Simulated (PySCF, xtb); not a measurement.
C3H3BF2, SMILES C#CB(F)CF. The values are those of a single conformer.

Harmonic wavenumbers (cm⁻¹) from GFN2-xTB (xtb) at its own minimum, in rising order: 78, 97, 193, 232, 380, 413, 492, 652, 680, 688, 774, 1030, 1131, 1184, 1249, 1309, 1412, 2206, 2908, 2926, 3366.

Q: What does PBE-D3(BJ)/def2-SVP (PySCF) give at its own minimum? (An estimate is asked for; the answer gives what the named calculation found.)

A: 77, 109, 209, 238, 395, 435, 533, 642, 668, 744, 814, 1064, 1154, 1200, 1259, 1348, 1381, 2117, 2913, 2952, 3392. Paired by order, the mean absolute difference is 25 cm⁻¹ and the zero-point energies are 33.5 and 33.8 kcal/mol.
